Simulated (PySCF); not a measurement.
Electron correlation in Co⁺ (cobalt, charge +1)

[Ar] 3d8, high-spin 3F determinant. All numbers are calculated (PySCF 2.14, no relativity, point nucleus, in aug-cc-pVDZ (7s6p4d2f, 59 functions)). Frozen: [Ar]; 8 electrons correlated.

| level | correlation energy (mhartree) |
| --- | --- |
| CCSD | -226.74 |
| (T) | -5.77 |
| CCSD(T) | -232.51 |

Diagnostics: T1 = 0.015, D1 = 0.0223, largest double amplitude 0.029.

Cost of the coupled-cluster step: roughly 1.9 core-seconds, for 8 correlated electrons.
